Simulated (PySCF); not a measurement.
Compound: C₃H₁₂N₂Si₂.
Atom-mapped SMILES: `[CH2:1]=[CH:2][C@@H:3]([SiH3:4])[NH:5][SiH2:6][NH2:7]` (hydrogens: H8, H9 on C1; H10 on C2; H11 on C3; H12, H13, H14 on Si4; H15 on N5; H16, H17 on Si6; H18, H19 on N7)

Cartesian coordinates in Å at the GFN2-xTB level; atoms count from 1:
```xyz
19
C3H12N2Si2 angstrom
C     -2.0749    2.1720   -0.8699
C     -1.2058    1.1850   -1.0025
C     -0.6523    0.3714    0.1187
Si    -1.6467   -1.2697    0.2009
N      0.7682    0.1638   -0.0863
Si     1.7789   -0.8633    0.8446
N      3.3487   -0.4966    0.2229
H     -2.4550    2.7182   -1.7162
H     -2.4484    2.4680    0.0972
H     -0.8380    0.9059   -1.9815
H     -0.8342    0.9093    1.0651
H     -1.3769   -1.9496    1.4678
H     -3.0647   -0.9039    0.1383
H     -1.3004   -2.1204   -0.9359
H      1.2141    1.0260   -0.3731
H      1.8900   -0.5858    2.2840
H      1.2921   -2.2349    0.6326
H      3.4683   -0.5288   -0.7772
H      4.1271   -0.9574    0.6632
```

Theory: PySCF 2.14.0, density-fitted response routines, TDDFT CAM-B3LYP/def2-SVPD, vertical, gas phase, core orbitals frozen in the response.

Transition dipole moments from the ground state, in atomic units and in the frame of the coordinates above (overall signs are arbitrary), for the states with f of 0.002 or more among the lowest 7:

| state | E (eV) | μx | μy | μz |
| --- | --- | --- | --- | --- |
| S1 | 5.877 | 0.445 | -0.598 | 0.312 |
| S2 | 6.361 | -0.048 | 0.355 | -0.107 |
| S3 | 6.537 | 0.122 | 0.141 | -0.015 |
| S4 | 6.581 | 0.188 | 0.256 | 0.016 |
| S5 | 6.985 | 0.538 | -0.900 | 0.041 |
| S6 | 7.139 | -0.205 | 0.459 | -0.275 |
| S7 | 7.157 | 0.117 | 0.484 | 0.165 |

**Question.** What oscillator strength does each state have?

**Answer.** f = (2/3) ΔE |μ|² with ΔE in hartree (27.2114 eV).

```csv
state,|μ|² (au),|μ| (D),f
S1,0.653,2.05,0.094
S2,0.140,0.95,0.022
S3,0.035,0.48,0.006
S4,0.101,0.81,0.016
S5,1.101,2.67,0.188
S6,0.329,1.46,0.057
S7,0.275,1.33,0.048
```

**Question.** Which bond between heavy atoms lies closest to the direction of the S5 transition dipole?

**Answer.** C1–C2, at 13° from it; next N5–Si6 at 33°.

**Question.** What angle do the transition dipoles of S4 and S6 make?

**Answer.** |cos θ| = |μa·μb| / (|μa| |μb|) = 0.41, so θ ≈ 66° (taken between 0 and 90°, since the signs are arbitrary).

**Question.** What peak molar absorption coefficient would the strongest computed level give as a lone Gaussian band 0.5 eV wide at half height?

**Answer.** ε(max) = 2.175×10⁸ f / FWHM, with the width in cm⁻¹. S5: 2.175×10⁸ × 0.1885 / 4033 ≈ 10000 L mol⁻¹ cm⁻¹.

The run took 2.3 min (with the writing of density and orbital grids) on Arm Neoverse N1, one thread, shared host with 64 logical CPUs at a one-minute load of 60, and the process peaked at 1.2 GiB of memory.

One conformer stands for the species.
